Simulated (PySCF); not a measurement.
C3H8AlClO (SMILES CC(C)[O][AlH][Cl]), singlet, geometry from GFN2-xTB (such geometries of metal compounds can be far from the true shape); CASSCF(6,8)/STO-3G in PySCF.

The PySCF input:
```python
from pyscf import gto, scf, mcscf
import numpy

mol = gto.M(
    atom='''
Al   -0.41671183    1.13294748    0.60971342
Cl    1.34808423    1.95012156    1.18356138
H    -1.72524687    1.73931974    1.05934071
O    -0.56998876   -0.18205031   -0.35845497
C    -0.72196858   -1.34623213   -1.12246266
C    -1.29234146   -2.46218788   -0.25178393
C     0.62279566   -1.74658450   -1.72466302
H    -1.43023024   -1.12396114   -1.93367402
H    -0.59945235   -2.68617039    0.55671558
H    -1.45252755   -3.35881157   -0.84430586
H    -2.23886364   -2.14580617    0.18006891
H     1.01696121   -0.92916745   -2.32413562
H     1.32998042   -1.96341382   -0.92699915
H     0.50819707   -2.62594344   -2.35273075
''',
    basis='sto-3g',
    verbose=4,
)

mf = scf.RHF(mol)
mf.kernel()
mc = mcscf.CASSCF(mf, 8, 6)
mc.fix_spin_(ss=0.0)
mc.kernel()
occ = numpy.linalg.eigvalsh(mc.fcisolver.make_rdm1(mc.ci, mc.ncas, mc.nelecas))[::-1]
ss = mc.fcisolver.spin_square(mc.ci, mc.ncas, mc.nelecas)[0]
print('natural occupations', occ.round(4), ' <S^2>', round(ss, 4))
```

Problem. Write the output that PySCF gives for this input, abridged.

Solution. 
```
PySCF version 2.14.0

[INPUT] verbose = 4
[INPUT] num. atoms = 14
[INPUT] num. electrons = 64
[INPUT] charge = 0
[INPUT] spin (= nelec alpha-beta = 2S) = 0
[INPUT] symmetry False subgroup None
[INPUT] Mole.unit = angstrom
[INPUT] Symbol           X                Y                Z      unit          X                Y                Z       unit  Magmom
[...]
nuclear repulsion = 343.864347356369
number of shells = 30
number of NR pGTOs = 138
number of NR cGTOs = 46
basis = sto-3g
ecp = {}

******** <class 'pyscf.scf.hf.RHF'> ********
method = RHF
initial guess = minao
damping factor = 0
level_shift factor = 0
DIIS = <class 'pyscf.scf.diis.CDIIS'>
diis_start_cycle = 1
diis_space = 8
diis_damp = 0
SCF conv_tol = 1e-09
SCF conv_tol_grad = None
SCF max_cycles = 50
direct_scf = True
direct_scf_tol = 1e-13
Set gradient conv threshold to 3.16228e-05
Initial guess from minao.
init E= -884.706362835366
[...]
cycle= 1 E= -884.333265866232  delta_E= 0.373  |g|= 0.541  |ddm|= 4.29
[...]
cycle= 2 E= -884.435593276672  delta_E= -0.102  |g|= 0.184  |ddm|= 1.02
[...]
cycle= 3 E= -884.446808552785  delta_E= -0.0112  |g|= 0.0343  |ddm|= 0.287
[...]
cycle= 4 E= -884.44741365066  delta_E= -0.000605  |g|= 0.0047  |ddm|= 0.0755
[...]
cycle= 5 E= -884.447426852922  delta_E= -1.32e-05  |g|= 0.00144  |ddm|= 0.0104
[...]
cycle= 6 E= -884.44742805192  delta_E= -1.2e-06  |g|= 0.000267  |ddm|= 0.00319
[...]
cycle= 7 E= -884.447428097145  delta_E= -4.52e-08  |g|= 3.86e-05  |ddm|= 0.000659
[...]
cycle= 8 E= -884.447428098347  delta_E= -1.2e-09  |g|= 8.3e-06  |ddm|= 0.000112
[...]
cycle= 9 E= -884.447428098407  delta_E= -6.07e-11  |g|= 1.57e-06  |ddm|= 2.81e-05
[...]
Extra cycle  E= -884.447428098411  delta_E= -3.87e-12  |g|= 6.13e-07  |ddm|= 3.58e-06
converged SCF energy = -884.447428098411

******** <class 'pyscf.mcscf.mc1step.CASSCF'> ********
CAS (3e+3e, 8o), ncore = 29, nvir = 9
max_cycle_macro = 50
max_cycle_micro = 4
conv_tol = 1e-07
conv_tol_grad = None
orbital rotation max_stepsize = 0.02
orbital rotation threshold for CI restart = 0.01
augmented hessian ah_max_cycle = 30
augmented hessian ah_conv_tol = 1e-12
augmented hessian ah_linear dependence = 1e-14
augmented hessian ah_level shift = 1e-08
augmented hessian ah_start_tol = 2.5
augmented hessian ah_start_cycle = 3
augmented hessian ah_grad_trust_region = 3
kf_trust_region = 3
kf_interval = 4
ci_response_space = 4
ci_grad_trust_region = 3
with_dep4 0
natorb = False
canonicalization = True
sorting_mo_energy = False
[...]
CASCI E = -884.451908664624  S^2 = 0.0000000
[...]
               |grad[o]|=0.0113  |grad[c]|=0.0341  |ddm|=0.0175  |maxRot[o]|=0.0119
macro iter  41 ( 21 JK    4 micro), CASSCF E = -884.482050457490  dE = -1.54856351e-05  S^2 = 0.0000000
               |grad[o]|=0.0113  |grad[c]|=0.0341  |ddm|=0.0175  |maxRot[o]|=0.0126
macro iter  42 ( 21 JK    4 micro), CASSCF E = -884.482067104801  dE = -1.66473110e-05  S^2 = 0.0000000
               |grad[o]|=0.0113  |grad[c]|=0.0342  |ddm|=0.0175  |maxRot[o]|=0.0134
macro iter  43 ( 21 JK    4 micro), CASSCF E = -884.482085055369  dE = -1.79505673e-05  S^2 = 0.0000000
               |grad[o]|=0.0113  |grad[c]|=0.0342  |ddm|=0.0175  |maxRot[o]|=0.0142
macro iter  44 ( 21 JK    4 micro), CASSCF E = -884.482104465921  dE = -1.94105526e-05  S^2 = 0.0000000
               |grad[o]|=0.0113  |grad[c]|=0.0342  |ddm|=0.0175  |maxRot[o]|=0.015
macro iter  45 ( 21 JK    4 micro), CASSCF E = -884.482125511037  dE = -2.10451161e-05  S^2 = 0.0000000
               |grad[o]|=0.0113  |grad[c]|=0.0343  |ddm|=0.0175  |maxRot[o]|=0.0159
macro iter  46 ( 21 JK    4 micro), CASSCF E = -884.482148386079  dE = -2.28750414e-05  S^2 = 0.0000000
               |grad[o]|=0.0112  |grad[c]|=0.0343  |ddm|=0.0176  |maxRot[o]|=0.0168
macro iter  47 ( 21 JK    4 micro), CASSCF E = -884.482173310683  dE = -2.49246048e-05  S^2 = 0.0000000
               |grad[o]|=0.0112  |grad[c]|=0.0344  |ddm|=0.0176  |maxRot[o]|=0.0178
macro iter  48 ( 21 JK    4 micro), CASSCF E = -884.482200533016  dE = -2.72223324e-05  S^2 = 0.0000000
               |grad[o]|=0.0112  |grad[c]|=0.0344  |ddm|=0.0176  |maxRot[o]|=0.0189
macro iter  49 ( 21 JK    4 micro), CASSCF E = -884.482230334481  dE = -2.98014650e-05  S^2 = 0.0000000
               |grad[o]|=0.0112  |grad[c]|=0.0345  |ddm|=0.0176  |maxRot[o]|=0.0201
macro iter  50 ( 21 JK    4 micro), CASSCF E = -884.482263034346  dE = -3.26998652e-05  S^2 = 0.0000000
               |grad[o]|=0.0111  |grad[c]|=0.0345  |ddm|=0.0176  |maxRot[o]|=0.0214
1-step CASSCF not converged,  50 macro (1041 JK 199 micro) steps
CASSCF canonicalization
Density matrix diagonal elements [1.97796398 1.98114881 1.98463203 0.01593064 0.02231565 0.00839251
 0.0022734  0.00734299]
CASSCF energy = -884.482263034346
CASCI E = -884.482263034346  E(CI) = -9.57015595007204  S^2 = 0.0000000
natural occupations [1.9882e+00 1.9839e+00 1.9755e+00 2.4300e-02 1.4000e-02 1.0800e-02
 2.8000e-03 5.0000e-04]  <S^2> 0.0
```

The run did not converge; its last values are not results.
